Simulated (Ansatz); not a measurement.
(1) Predict a relaxed structure of Hf(OH)4 (HfO4H4), charge 0, singlet, at PBE0-D4/def2-SVP (Ansatz).

Results:

(1) 
```xyz
9

Hf    0.000    0.000    0.000
O     1.308   -1.087   -0.915
H     1.960   -1.619   -1.362
O    -0.843    1.192   -1.264
H    -1.255    1.776   -1.894
O     0.873    1.034    1.378
H     1.299    1.539    2.064
O    -1.338   -1.139    0.801
H    -2.005   -1.697    1.191
```
Point group Td (tolerance 0.1 Å). The metal has 4 neighbours: O 1.93 Å, O 1.93 Å, O 1.93 Å, O 1.93 Å. This is one stationary point.

In the def2 sets Hf takes a core potential; there is no spin–orbit coupling.
